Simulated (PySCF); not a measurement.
C₃H₉GeN. Atoms are numbered in the order given.

```xyz
14

C      2.0866    -0.6663     0.0000
Ge     0.4184     0.3427     0.0000
C     -1.0744    -0.2397     1.1682
N     -1.9437    -0.1231     0.0000
C     -1.0744    -0.2397    -1.1682
H      2.6845    -0.4231     0.8909
H      2.6845    -0.4231    -0.8909
H      1.8790    -1.7459     0.0000
H      0.6927     1.8600     0.0000
H     -1.3812     0.3874     2.0213
H     -0.9106    -1.2747     1.5370
H     -2.7654    -0.7237     0.0000
H     -0.9106    -1.2747    -1.5370
H     -1.3812     0.3874    -2.0213
```
Charge 0, spin multiplicity 1.

Coordinates come from a PBE0-D3(BJ)/def2-SVP optimisation. This is a generated structure with no PubChem entry under its InChIKey; it may be hypothetical.

Calculation: PBE/pcSseg-1 (PySCF).

GIAO shieldings, no solvent; atoms listed in one row are averaged. δ = σ(ref) − σ: ¹³C against TMS (σ = 182.0 ppm); ⁷³Ge against GeH4 (σ = 1614.4 ppm); ¹⁵N against NH3 (σ = 267.0 ppm); ¹H against TMS (σ = 31.49 ppm), references at their B3LYP-D3(BJ)/def2-TZVP geometries, non-relativistic.

```csv
nucleus,atoms,count,δ (ppm)
¹³C,"C3, C5",2,54.6
¹³C,C1,1,1.8
⁷³Ge,Ge2,1,324.6
¹⁵N,N4,1,45.8
¹H,H9,1,5.47
¹H,"H13, H11",2,3.96
¹H,"H14, H10",2,3.81
¹H,"H6, H7, H8",3,0.82
¹H,H12,1,0.17
```
